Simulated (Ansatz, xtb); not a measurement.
# Relaxing a trial structure of FH2N3Sn

The starting geometry of this gas-phase singlet was built from a drawn formula by distance geometry and a force field; its bonds are those of `[NH2][Sn]1([F])[N]=[N]1`.

```yaml
atoms:
  - { symbol: F, position_ang: [-0.3389, -1.4145, -0.6284] }
  - { symbol: N, position_ang: [-2.6174, 0.8059, 0.6948] }
  - { symbol: N, position_ang: [0.4863, 0.4634, 2.1132] }
  - { symbol: N, position_ang: [0.6171, 1.0890, 0.9281] }
  - { symbol: Sn, position_ang: [-0.8289, -0.2552, 0.8605] }
  - { symbol: H, position_ang: [-2.4192, 1.4915, -0.0522] }
  - { symbol: H, position_ang: [-3.3319, 0.0990, 0.3927] }
```

Where would you expect an optimisation with r2SCAN-D4/def2-SVP to take it?

It falls apart into FH2NSn + N2. Distances that change by over a tenth: N3–N4 (1.35 → 1.10 Å). Contacts that open: N3–Sn5 (1.95 → 3.32 Å), N4–Sn5 (1.98 → 4.21 Å).

The energy falls by 5.24 eV over 18 steps:

| step | E − E(last) (eV) |
| --- | --- |
| 1 | 5.243 |
| 3 | 2.855 |
| 5 | 1.049 |
| 7 | 0.518 |
| 9 | 0.285 |
| 10 | 0.129 |
| 12 | 0.026 |
| 14 | 0.002 |
| 16 | 0.000 |
| 18 | 0.000 |

Final geometry (Å):

```xyz
7

F    -0.2419   -0.7499   -0.3949
N    -2.7448    0.3724    0.3534
N     0.7662    0.7836    1.7932
N     1.5025    1.4534    1.3190
Sn   -1.6721   -1.2731    0.8583
H    -2.3866    1.0406   -0.3272
H    -3.6561    0.6522    0.7069
```

From the same start GFN2-xTB reaches the same bonding as this run.

No frequencies were run, so the end isn't proven a minimum. Atoms past krypton carry core potentials, without spin–orbit terms. Run with Ansatz 0.2.0, 68 s on 1 thread of Intel(R) Xeon(R) Platinum 8259CL CPU @ 2.50GHz (Skylake/Cascade Lake) (shared host).
